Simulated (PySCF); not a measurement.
C4H5FO, SMILES CC1OCC=1F.

The structure is a stationary point at r2SCAN-D4/def2-SVP.

Calculation: PBE/def2-TZVP in PySCF.

Symmetry labels are those of the subgroup Cs that the program uses (full group Cs).

Computed valence orbital energies around the gap with their symmetry:
```json
[
 {"orbital": "HOMO−7", "symmetry": "A\"", "energy (eV)": "-10.68"},
 {"orbital": "HOMO−6", "symmetry": "A'", "energy (eV)": "-10.50"},
 {"orbital": "HOMO−5", "symmetry": "A\"", "energy (eV)": "-10.36"},
 {"orbital": "HOMO−4", "symmetry": "A'", "energy (eV)": "-9.73"},
 {"orbital": "HOMO−3", "symmetry": "A'", "energy (eV)": "-8.84"},
 {"orbital": "HOMO−2", "symmetry": "A'", "energy (eV)": "-8.22"},
 {"orbital": "HOMO−1", "symmetry": "A\"", "energy (eV)": "-7.66"},
 {"orbital": "HOMO", "symmetry": "A\"", "energy (eV)": "-4.94"},
 {"orbital": "LUMO", "symmetry": "A\"", "energy (eV)": "-0.21"},
 {"orbital": "LUMO+1", "symmetry": "A'", "energy (eV)": "0.57"},
 {"orbital": "LUMO+2", "symmetry": "A'", "energy (eV)": "0.62"},
 {"orbital": "LUMO+3", "symmetry": "A'", "energy (eV)": "1.08"}
]
```
